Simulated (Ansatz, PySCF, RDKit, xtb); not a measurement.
Dimer: CH3F (SMILES CF) (first 5 atoms) with H4OSi (SMILES O[SiH3]); geometry from B3LYP-D3(BJ)/def2-TZVP, rigid monomers moved along the line of their centres of mass till F2···H8 is 1.74 Å.
(charge 0, multiplicity 1):
```xyz
11

C     -0.5259    -0.4380    -0.3576
F      0.6257     0.2779     0.0052
H     -1.3962     0.1694    -0.1141
H     -0.4757    -0.6335    -1.4274
H     -0.5401    -1.3695     0.2064
O      0.0175     0.8709     2.5206
Si     0.3738    -0.4086     3.4936
H      0.3820     0.8653     1.6265
H     -0.0367    -1.6953     2.8705
H     -0.3836    -0.2077     4.7458
H      1.8238    -0.4993     3.7973
```

Counterpoise-corrected where a basis set is named; no monomer relaxation. Rows marked so take none. RDKit's UFF carries no charges.

Frozen-core correlation. Rows in 6-31G* carry no dispersion term and start afresh at each structure (6-31G* with six Cartesian d functions). MP2/6-31G* freezes PySCF's default core.

Codes used: Ansatz (Gaussian orbitals); PySCF for 6-31G* rows, the dispersion terms; RDKit for the force fields; xtb for the GFN methods. Each number belongs to the level named beside it.

| level | interaction energy (kJ/mol) |
|---|---|
| UFF | 201.5 |
| GFN2-xTB | -6.7 |
| PBE-D4/def2-TZVPPD | -16.5 |
| r2SCAN-D4/def2-TZVPPD | -17.7 |
| B3LYP/6-31G* | -12.0 |
| PBE0/def2-TZVPPD | -11.9 |
| PBE0-D4/def2-TZVPPD | -16.6 |
| MP2/6-31G* (no counterpoise) | [?] |
| CCSD/aug-cc-pV(D+d)Z | [?] |

Task: Complete the blanks.

Result: 
- MP2/6-31G* (no counterpoise), interaction energy (kJ/mol): -29.4
- CCSD/aug-cc-pV(D+d)Z, interaction energy (kJ/mol): -11.0

Ansatz is a quantum-chemistry and plane-wave program.
